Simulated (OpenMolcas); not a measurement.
# O2+: input and output

Input:

```
&GATEWAY
Coord
1

O 0.0 0.0 0.0
Basis=ANO-RCC-VTZP
Group=XYZ
NoMove
AngMom=0.0 0.0 0.0
AMFI
&SEWARD
* reference wave functions (RASSCF and RASSI steps not shown): 4 electrons in 9 orbitals (RAS2 2s 2p; RAS3 3d, at most 2 electrons)
>>> COPY JOB001 $Project.JobIph
&CASPT2
Multistate=6 1 2 3 4 5 6
Frozen=0 0
IPEA=0.25
Imaginary=0.1
MaxIter=60
WThr=0.0 0.3 0.05
PrWF=0.5
NoMix
>>> COPY JOB002 $Project.JobIph
&CASPT2
Multistate=11 1 2 3 4 5 6 7 8 9 10 11
Frozen=0 0
IPEA=0.25
Imaginary=0.1
MaxIter=60
WThr=0.0 0.3 0.05
PrWF=0.5
NoMix
>>> COPY JOB003 $Project.JobIph
&CASPT2
Multistate=1 1
Frozen=0 0
IPEA=0.25
Imaginary=0.1
MaxIter=60
WThr=0.0 0.3 0.05
PrWF=0.5
NoMix
...
```

Output, cut to the results:

```
--- CASPT2 ---
Orbital specifications:
      -----------------------

      Symmetry species                           1   2
                                                ag  au
      Frozen orbitals                            0   0
      Inactive orbitals                          1   0
      Active orbitals                            6   3
      Secondary orbitals                         7  13
      Deleted orbitals                           0   0
      Number of basis functions                 14  16
Type of calculation                        MS-CASPT2
      Fock operator                              state-specific
      IPEA shift                                 0.25
      Real shift                                 0.00
      Imaginary shift                            0.10
      The input orbitals will be transformed to quasi-canonical
Reference energy:         -73.2255138597
      E2 (Non-variational):      -0.0290787970
      Shift correction:          -0.0000159727
      E2 (Variational):          -0.0290947697
      Total energy:             -73.2546086295
      Residual norm:              0.0000005173
      Reference weight:           0.99470
      Contributions to the CASPT2 correlation energy
      Active & Virtual Only:         -0.0245826596
      One Inactive Excited:          -0.0031291471
      Two Inactive Excited:          -0.0013669903
Reference energy:         -73.2255138597
      E2 (Non-variational):      -0.0290793267
      Shift correction:          -0.0000159742
      E2 (Variational):          -0.0290953009
      Total energy:             -73.2546091607
      Residual norm:              0.0000005172
      Reference weight:           0.99470
      Contributions to the CASPT2 correlation energy
      Active & Virtual Only:         -0.0245832464
      One Inactive Excited:          -0.0031290900
      Two Inactive Excited:          -0.0013669903
::    CASPT2 Root  1     Total energy:    -73.25460863
::    CASPT2 Root  2     Total energy:    -73.25460916
::    CASPT2 Root  3     Total energy:    -73.25460911
::    CASPT2 Root  4     Total energy:    -71.95037961
::    CASPT2 Root  5     Total energy:    -71.95038310
::    CASPT2 Root  6     Total energy:    -71.95037678
::    MS-CASPT2 Root  1     Total energy:    -73.25462520
::    MS-CASPT2 Root  2     Total energy:    -73.25462515
::    MS-CASPT2 Root  3     Total energy:    -73.25462467
::    MS-CASPT2 Root  4     Total energy:    -71.95036706
::    MS-CASPT2 Root  5     Total energy:    -71.95036357
::    MS-CASPT2 Root  6     Total energy:    -71.95036074
--- CASPT2 ---
Orbital specifications:
      -----------------------

      Symmetry species                           1   2
                                                ag  au
      Frozen orbitals                            0   0
      Inactive orbitals                          1   0
      Active orbitals                            6   3
      Secondary orbitals                         7  13
      Deleted orbitals                           0   0
      Number of basis functions                 14  16
Type of calculation                        MS-CASPT2
      Fock operator                              state-specific
      IPEA shift                                 0.25
      Real shift                                 0.00
      Imaginary shift                            0.10
      The input orbitals will be transformed to quasi-canonical
Reference energy:         -73.1252547329
      E2 (Non-variational):      -0.0347290203
      Shift correction:          -0.0000136188
      E2 (Variational):          -0.0347426391
      Total energy:             -73.1599973720
      Residual norm:              0.0000008512
      Reference weight:           0.99411
      Contributions to the CASPT2 correlation energy
      Active & Virtual Only:         -0.0304365255
      One Inactive Excited:          -0.0029273288
      Two Inactive Excited:          -0.0013651660
Reference energy:         -73.1252547329
      E2 (Non-variational):      -0.0346927331
      Shift correction:          -0.0000135161
      E2 (Variational):          -0.0347062493
      Total energy:             -73.1599609822
      Residual norm:              0.0000008197
      Reference weight:           0.99413
      Contributions to the CASPT2 correlation energy
      Active & Virtual Only:         -0.0304001236
      One Inactive Excited:          -0.0029273958
      Two Inactive Excited:          -0.0013652137
::    CASPT2 Root  1     Total energy:    -73.15999737
::    CASPT2 Root  2     Total energy:    -73.15996098
::    CASPT2 Root  3     Total energy:    -73.16002072
::    CASPT2 Root  4     Total energy:    -73.16001226
::    CASPT2 Root  5     Total energy:    -73.15996511
::    CASPT2 Root  6     Total energy:    -73.05354091
::    CASPT2 Root  7     Total energy:    -71.88528088
::    CASPT2 Root  8     Total energy:    -71.88527653
::    CASPT2 Root  9     Total energy:    -71.88527758
::    CASPT2 Root 10     Total energy:    -71.88531010
::    CASPT2 Root 11     Total energy:    -71.88528251
::    MS-CASPT2 Root  1     Total energy:    -73.16004840
::    MS-CASPT2 Root  2     Total energy:    -73.16003201
::    MS-CASPT2 Root  3     Total energy:    -73.16001203
::    MS-CASPT2 Root  4     Total energy:    -73.15998462
::    MS-CASPT2 Root  5     Total energy:    -73.15997887
::    MS-CASPT2 Root  6     Total energy:    -73.05354050
::    MS-CASPT2 Root  7     Total energy:    -71.88538202
::    MS-CASPT2 Root  8     Total energy:    -71.88530576
::    MS-CASPT2 Root  9     Total energy:    -71.88527730
::    MS-CASPT2 Root 10     Total energy:    -71.88521198
::    MS-CASPT2 Root 11     Total energy:    -71.88515146
--- CASPT2 ---
Orbital specifications:
      -----------------------

      Symmetry species                           1   2
                                                ag  au
      Frozen orbitals                            0   0
...
```

Levels above the lowest, from the spin-orbit matrix with the multistate effective Hamiltonian, averaged by term, added to it:

```json
{"Configuration": "2s² 2p²", "Term": "³P", "J": "0", "E (cm⁻¹)": "0.0", "Measured (cm⁻¹)": "0.0", "Term weight %": "100"}
{"Configuration": "2s² 2p²", "Term": "³P", "J": "1", "E (cm⁻¹)": "106", "Measured (cm⁻¹)": "113", "Term weight %": "100"}
{"Configuration": "2s² 2p²", "Term": "³P", "J": "2", "E (cm⁻¹)": "312", "Measured (cm⁻¹)": "", "Term weight %": "100"}
{"Configuration": "2s² 2p²", "Term": "¹D", "J": "2", "E (cm⁻¹)": "20980", "Measured (cm⁻¹)": "20273", "Term weight %": "100"}
{"Configuration": "2s² 2p²", "Term": "¹S", "J": "0", "E (cm⁻¹)": "44340", "Measured (cm⁻¹)": "43186", "Term weight %": "100"}
{"Configuration": "2s 2p³", "Term": "⁵S°", "J": "2", "E (cm⁻¹)": "59080", "Measured (cm⁻¹)": "60325", "Term weight %": "100"}
{"Configuration": "2s 2p³", "Term": "³D°", "J": "1", "E (cm⁻¹)": "120360", "Measured (cm⁻¹)": "", "Term weight %": "100"}
{"Configuration": "2s 2p³", "Term": "³D°", "J": "2", "E (cm⁻¹)": "120360", "Measured (cm⁻¹)": "", "Term weight %": "100"}
{"Configuration": "2s 2p³", "Term": "³D°", "J": "3", "E (cm⁻¹)": "120360", "Measured (cm⁻¹)": "", "Term weight %": "100"}
{"Configuration": "2s 2p³", "Term": "³P°", "J": "0", "E (cm⁻¹)": "143520", "Measured (cm⁻¹)": "", "Term weight %": "100"}
{"Configuration": "2s 2p³", "Term": "³P°", "J": "1", "E (cm⁻¹)": "143520", "Measured (cm⁻¹)": "", "Term weight %": "100"}
{"Configuration": "2s 2p³", "Term": "³P°", "J": "2", "E (cm⁻¹)": "143520", "Measured (cm⁻¹)": "", "Term weight %": "100"}
{"Configuration": "2s 2p³", "Term": "¹D°", "J": "2", "E (cm⁻¹)": "188720", "Measured (cm⁻¹)": "187054", "Term weight %": "100"}
{"Configuration": "2s 2p³", "Term": "³S°", "J": "1", "E (cm⁻¹)": "199000", "Measured (cm⁻¹)": "197088", "Term weight %": "100"}
{"Configuration": "2s 2p³", "Term": "¹P°", "J": "1", "E (cm⁻¹)": "213760", "Measured (cm⁻¹)": "210462", "Term weight %": "100"}
```

Against the 7 measured excited levels shown (Moore, Selected Tables of Atomic Spectra, NSRDS-NBS 3, section 11) the mean absolute deviation is 1400 cm-1; the largest miss in energy is 2s 2p³ ¹P°₁: computed 213760, measured 210462 cm⁻¹ (+1.6 %), and the largest in proportion 2s² 2p² ³P₁ (-6.7 %).

CASPT2 breaks the degeneracy within a term, and the mean is taken; among the terms shown or strongly mixed into the levels shown the widest spread is 29 cm-1 (2s 2p³ ³D°). Active for correlation alone: 3d; no level in the range computed is led by a configuration that fills it, so any true level of that kind is missing. Measured partners are found by configuration, term and J. A level has none where our copy of the source lacks it or the pairing is in doubt (some pairs that miss far off the trend of their configuration count as doubtful), and it then counts in no deviation. Levels of configurations outside the active space are missing. The first state left out of the spin-orbit step lies near 360000 cm-1 above the lowest spin-free state of the reference (among the parities and spins computed), and the list stops at four fifths of that energy or lower.

The term weight is that of the spin-free term in the level, not the purity of its configuration. ° marks odd parity.
